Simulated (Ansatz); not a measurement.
Geometry optimisation, Ansatz 0.2.0, RKS PBE/def2-SVP.

Input file:

```yaml
crystal:
  periodic: [false, false, false]
  atoms:
    - { symbol: O, position_ang: [-2.5348, 0.7124, 0.9448] }
    - { symbol: In, position_ang: [-0.7658, 0.905, 1.5905] }
    - { symbol: Cl, position_ang: [-0.5393, 1.9853, 0.9995] }
    - { symbol: Si, position_ang: [0.0737, -0.2628, -0.2629] }
    - { symbol: Al, position_ang: [-1.06513, -1.48765, -1.83848] }
    - { symbol: H, position_ang: [-3.2518, 0.0623, 0.7623] }
    - { symbol: H, position_ang: [0.21407, 1.16077, -0.6891] }
    - { symbol: H, position_ang: [1.44649, -0.8259, -0.08727] }
    - { symbol: H, position_ang: [-0.38437, -2.63165, -2.60401] }
    - { symbol: H, position_ang: [-2.55245, -0.98603, -2.25976] }
basis:
  gaussian: { orbitals: def2-SVP }
hamiltonian:
  xc: pbe
relax:
  f_tol: 0.015
  max_steps: 40
```

Command:

```bash
$ ansatz run input.yaml --threads 2 --pin off --max-ram 3072MiB --backend cpu --events-out ev --progress --plain --runs-dir out
```

**Question.** Where does it end, and by what steps?

**Answer.** The forces met the threshold. The force dipped under the threshold on the way, but the program's further checks kept it going. After 36 steps the energy has fallen by 59.297 eV; Cl3 moved furthest, 1.59 Å. The start is strongly strained (largest force component 197 eV/Å).

```csv
step,energy less start (eV),largest force component (eV/Å),accepted
0,0.0000,196.882,yes
2,-52.6847,20.901,yes
4,-57.5847,2.765,yes
6,-58.5674,0.679,yes
8,-59.0005,0.299,yes
10,-59.2000,0.288,yes
12,-59.2649,0.092,yes
14,-59.2713,0.068,yes
16,-59.2752,0.080,yes
18,-59.2799,0.152,yes
20,-59.2838,0.084,yes
22,-59.2884,0.129,yes
24,-59.2914,0.113,yes
26,-59.2940,0.062,yes
28,-59.2955,0.014,yes
30,-59.2958,0.022,yes
32,-59.2960,0.013,yes
34,-59.2962,0.023,yes
36,-59.2967,0.004,yes
```

```xyz
10
Properties=species:S:1:pos:R:3
O -3.023 0.580 1.729
In -1.160 0.981 1.041
Cl -0.326 2.770 2.368
Si 0.286 -0.050 -0.856
Al -1.009 -1.659 -2.167
H -3.421 -0.169 1.244
H 0.789 1.157 -1.607
H 1.445 -0.646 -0.094
H -1.171 -3.151 -1.610
H -1.768 -1.182 -3.493
```

The run took 72 s on 2 threads of Intel(R) Xeon(R) Platinum 8488C (Sapphire Rapids), on a shared host, peak memory 0.2 GiB.
